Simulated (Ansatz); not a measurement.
`C[Se]B[SiH3]` + `BO` → `BOB[SiH3]` + `C[SeH]` at 500 K and 1 bar (ligand exchange at a B–Se bond).

Calculated with Ansatz (gas phase, PBE0-D4/def2-TZVP geometries, no zero-point term in ΔE). CCSD(T)/CBS adds triple-zeta CCSD(T) − MP2 to the extrapolated MP2 energy (def2 sets, frozen cores). This one scheme is used for every species. For Se outer-core shells are correlated without core-valence functions, which leaves a few kJ/mol of doubt a bond. Scalar relativity is left out up to krypton. Each species was taken in one conformer, which may not be the lowest.

```json
{"species": "`C[Se]B[SiH3]`", "CCSD(T)/CBS energy (Eh)": "-2756.84434", "H − E (kJ/mol)": "245.7", "S (J/(mol·K))": "431.3"}
{"species": "`BO`", "CCSD(T)/CBS energy (Eh)": "-101.80414", "H − E (kJ/mol)": "113.6", "S (J/(mol·K))": "256.0"}
{"species": "`BOB[SiH3]`", "CCSD(T)/CBS energy (Eh)": "-417.48760", "H − E (kJ/mol)": "209.2", "S (J/(mol·K))": "399.4"}
{"species": "`C[SeH]`", "CCSD(T)/CBS energy (Eh)": "-2441.15625", "H − E (kJ/mol)": "142.1", "S (J/(mol·K))": "299.3"}
```

H − E and S are ideal-gas, rigid-rotor, harmonic terms from PBE0-D4/def2-TZVP, for one conformer and one mirror image of each species. 1 Eh = 2625.50 kJ/mol, R = 8.31446 J/(mol·K).

**Question.** By hand: ΔE, ΔH, ΔS and ΔG.

**Answer.** ΔE = (-417.48760) + (-2441.15625) − (-2756.84434) − (-101.80414) = 0.00463 Eh = 12.2 kJ/mol. Δ(H − E) = 209.2 + 142.1 − 245.7 − 113.6 = -8.0, so ΔH = 4.2 kJ/mol. ΔS = 399.4 + 299.3 − 431.3 − 256.0 = 11.4 J/(mol·K). ΔG = 4.2 − 500 × (11.4)/1000 = -1.5 kJ/mol.

**Question.** By hand: the equilibrium constant, and the temperature at which ΔG would vanish if ΔH and ΔS stayed fixed.

**Answer.** log₁₀ K = −ΔG/(RT ln 10) = 0.2. ΔG = 0 at ΔH/ΔS = 368 K, though so small a ΔH makes that figure unsure.

TΔS isn't small against ΔH here. The sign of ΔG lies within the doubt. A doubt of 5 kJ/mol in ΔE shifts log₁₀ K by 0.5 here. Other conformers and mirror images would add mixing entropy, several J/(mol·K) or more a flexible species. Modes under 60 cm⁻¹, often nearly free rotors, make the harmonic entropy too high. These are equilibria of isolated gas molecules and say nothing of rates. Largest T1 diagnostic: 0.014 (customary marks: 0.02 for closed shells, 0.045 for open ones).
